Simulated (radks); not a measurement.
Exchange energies: the exact (Fock) value of the Kohn-Sham orbitals and density-functional approximations, in hartree. Species: H 1s1; Mo+ [Kr] 4d5. Method: non-relativistic Kohn-Sham, PBE, spin-polarised, spherical densities, point nucleus; computed with a radial shooting solver on a logarithmic mesh with Libxc functionals. Every spin shell is full or empty, so the densities are truly spherical. Functionals are evaluated on that one density, not self-consistently.

| functional | H | Mo+ |
|---|---|---|
| exact | -0.306825 | -119.696 |
| LDA | -0.26378 | -113.46 |
| PBE | -0.30176 | -119.19 |
| revPBE | -0.30628 | -119.38 |
| PW91 | -0.30270 | -119.70 |
| OPTX | -0.30604 | -120.95 |
| EV93 | -0.32003 | -119.50 |
| r2SCAN | -0.30751 | -119.63 |
| Tao-Mo | -0.30777 | -118.81 |
| TASK | -0.30751 | -116.90 |
